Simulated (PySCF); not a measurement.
Screening by computed properties: pick the candidate that meets the target.

Each SMILES stands for a single optimised conformer of the isolated species (atoms past krypton carry core potentials, spin–orbit coupling is left out). Electronic properties by PySCF.

The conformers computed, where there is a choice (atom-mapped SMILES and torsion angles):
- `[OH:1][c:2]1[cH:3][cH:4][c:5]([O:6][SiH3:7])[cH:8][cH:9]1`: C4–C5–O6–Si7 -179°, H–O1–C2–C3 0°
- `[CH3:1][C:2]([CH3:3])([CH3:4])[C:5]#[C:6][B:7]([OH:8])[OH:9]`: H–O8–B7–C6 180°, H–O9–B7–C6 180°

Task: Wanted: dipole moment between 0.7 D and 2 D (wB97X-D/def2-SVPD) and HOMO energy below -8.4 eV (wB97X-D/def2-SVPD), at PBE0-D3(BJ)/def2-SVP geometries. Which candidate meets both?
A. `[CH3][GeH2][Cl]`
B. `c12ccccc1[nH]nn2`
C. `Oc1ccc(O[SiH3])cc1`
D. `[Cl][Al]([Cl])[I]`
E. `[H][Al]([H])([H])<-[NH3]`

Result: D. Computed values:
```
                 species  dipole moment  HOMO energy
      Oc1ccc(O[SiH3])cc1         0.64 D     -7.85 eV
       [Cl][Al]([Cl])[I]         0.81 D    -10.03 eV
         [CH3][GeH2][Cl]         2.59 D    -10.43 eV
        c12ccccc1[nH]nn2         4.12 D     -8.91 eV
[H][Al]([H])([H])<-[NH3]         5.44 D     -9.34 eV
```

Task: Wanted: static isotropic polarisability between 50 au and 100 au (wB97X-D/def2-SVPD) and HOMO–LUMO gap below 11 eV (wB97X-D/def2-SVPD), at PBE0-D3(BJ)/def2-SVP geometries. Which candidate meets both?
A. `[H][Al]([H])([H])<-[NH3]`
B. `[CH3][GeH2][Cl]`
C. `Oc1ccc(O[SiH3])cc1`
D. `[Cl][Al]([Cl])[I]`

Result: D. Computed values:
| species | static isotropic polarisability | HOMO–LUMO gap |
| --- | --- | --- |
| [H][Al]([H])([H])<-[NH3] | 46.2 au | 10.48 eV |
| [CH3][GeH2][Cl] | 57.7 au | 11.88 eV |
| [Cl][Al]([Cl])[I] | 84.6 au | 9.91 eV |
| Oc1ccc(O[SiH3])cc1 | 104.6 au | 9.11 eV |

Task: Wanted: electronic spatial extent ⟨r²⟩ about the centre of nuclear charge between 300 bohr² and 1400 bohr² (wB97X-D/def2-SVPD) and lowest singlet excitation below 6 eV (TDDFT wB97X-D/def2-SVPD), at PBE0-D3(BJ)/def2-SVP geometries. Which candidate meets both?
A. `c1c(O)ccc(c1)O[SiH3]`
B. `[CH3][GeH2][Cl]`
C. `[H][Al]([H])([H])<-[NH3]`
D. `c1ccc2[nH]nnc2c1`
E. `CC(C)(C)C#CB(O)O`

Result: D. Computed values:
| species | electronic spatial extent ⟨r²⟩ about the centre of nuclear charge | lowest singlet excitation |
| --- | --- | --- |
| [H][Al]([H])([H])<-[NH3] | 199 bohr² | 6.38 eV |
| [CH3][GeH2][Cl] | 467 bohr² | 7.17 eV |
| c1ccc2[nH]nnc2c1 | 951 bohr² | 5.08 eV |
| c1c(O)ccc(c1)O[SiH3] | 1779 bohr² | 4.80 eV |
| CC(C)(C)C#CB(O)O | 1850 bohr² | 5.49 eV |
